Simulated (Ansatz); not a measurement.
Stepwise reaction of `[SiH3][O][Sc]([Cl])[O][SiH3]` with hydrogen chloride, as a gas-phase model of exchange steps in deposition or etching. ΔE in kJ/mol.

Computed with Ansatz on PBE0-D4/def2-TZVP structures; ΔE is electronic, products minus reactants. CCSD(T)/CBS adds triple-zeta CCSD(T) − MP2 to the extrapolated MP2 energy (def2 sets, frozen cores). This one scheme is used for every species. Functionals use def2-TZVPP. B3LYP here is the variant with VWN-RPA as its local correlation; programs differ in this. For Sc outer-core shells are correlated without core-valence functions, which leaves a few kJ/mol of doubt a bond. Scalar relativity is left out up to krypton. One conformer a species, not always the lowest.

| step | reaction | PBE-D4 | B3LYP-D4 | ωB97M-V | CCSD(T)/CBS |
| --- | --- | --- | --- | --- | --- |
| 1 | `[SiH3][O][Sc]([Cl])[O][SiH3]` + HCl → `[SiH3][O][Sc]([Cl])[Cl]` + `O[SiH3]` | -17.8 | -14.2 | -17.3 | -11.6 |
| 2 | `[SiH3][O][Sc]([Cl])[Cl]` + HCl → `[Cl][Sc]([Cl])[Cl]` + `O[SiH3]` | -10.4 | -6.1 | -8.7 | -3.3 |

Question: By hand: ΔE of the 2 steps together at CCSD(T)/CBS.

Answer: (-11.6) + (-3.3) = -14.9 kJ/mol, or -7.4 kJ/mol a step.

In ΔE each step is higher than the one before. PBE-D4 differs from CCSD(T)/CBS by -7.1 to -6.2 kJ/mol a step. Isolated molecules leave out the surface, adducts and barriers. Largest T1 diagnostic: 0.014.
